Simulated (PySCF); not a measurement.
**Two-component Hartree-Fock for In²⁺ (indium, charge +2)**

Start: [Kr] 4d10 5s1; 5s1/2 filled at m_j = +1/2. Calculated with PySCF 2.14 in x2c-TZVPPall-2c (8s9p5d2f, 74 functions): generalised Hartree-Fock with the X2C-1e Hamiltonian and a Gaussian nucleus; one run each with spin-orbit coupling (SO) switched off, then screened by Boettger's factors.

```csv
spinor shell,electrons,"ε, spin-free (eV)","ε, screened SO (eV)",weight of nominal j (screened SO),"rms radius, screened SO (bohr)"
1s1/2,2,-28099.5,-28097.0,1.000,0.0340
2s1/2,2,-4313.2,-4312.5,1.000,0.139
2p1/2,2,-3866.1,-4012.3,1.000,0.120
2p3/2,4,-3866.1,-3799.2,1.000,0.125
3s1/2,2,-871.84,-871.67,1.000,0.371
3p1/2,2,-721.81,-749.09,1.000,0.365
3p3/2,4,-721.81,-709.27,1.000,0.376
3d3/2,4,-489.51,-494.20,1.000,0.350
4s1/2,2,-162.04,-162.02,1.000,0.908
4p1/2,2,-115.11,-119.92,1.000,0.970
4p3/2,4,-115.11,-112.91,1.000,1.00
4d3/2,4,-45.249,-45.833,0.990,1.25
4d5/2,6,-45.249,-44.854,0.994,1.26
5s1/2,1,-26.810,-26.812,1.000,2.57
```

(1) Where does 3d5/2 lie, and what is the 3d spin-orbit splitting (screened SO)?

```
   quantity    spin-free  screened SO
E (hartree)  -5876.80506  -5878.08778
        M_J          1/2          1/2
       ⟨J²⟩        0.751        0.751
       ⟨L²⟩        0.000        0.017
       ⟨S²⟩        0.751        0.767
```

Each row is a mean over spinors that exchange with the open shell spreads, by up to 0.377 eV (4s1/2).

Breit and QED terms are absent; they matter most for the inner s and p1/2 levels.

Densities and radii are taken from the X2C orbitals without a picture-change correction, which distorts them close to the nucleus.

Without spin-orbit coupling the j labels of p, d and f shells carry no meaning; the spin-free column gives the mean over the occupied spinors of each nl shell.

Results:

(1) At -486.23 eV, 7.972 eV above 3d3/2.
